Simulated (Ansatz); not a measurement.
Basis-set extrapolation for C2F5O3S− (`O=S(=O)([O-])C(F)(F)C(F)(F)F`) (PBE0-D4/def2-TZVPD geometry, frozen core, Ansatz). Multiplicity 1, RHF reference.

|  | def2-TZVPPD | def2-QZVPPD |
| --- | --- | --- |
| HF | -1195.467672 | -1195.513548 |
| MP2 correlation | -2.465470 | -2.671018 |
| CCSD(T) correlation | -2.553934 | not run |

Energies in hartree. Use E(X) = E(∞) + A·exp(−7.88·√X) for Hartree–Fock and E(X) = E(∞) + B·X^(−2.97) for correlation, with X = 3 and 4, and add CCSD(T) minus MP2 of the smaller set to the MP2 limit.

Task: What is the CCSD(T) energy at the basis-set limit?

Result: HF limit: -1195.513548 + (-0.045876) × 0.13774 = -1195.51987. MP2 limit: -2.671018 + (-0.205548) × 0.74074 = -2.82328. Higher-order term: -2.553934 − (-2.465470) = -0.08846. Total: -1198.43161 hartree, 257.3 kcal/mol below CCSD(T)/def2-TZVPPD.
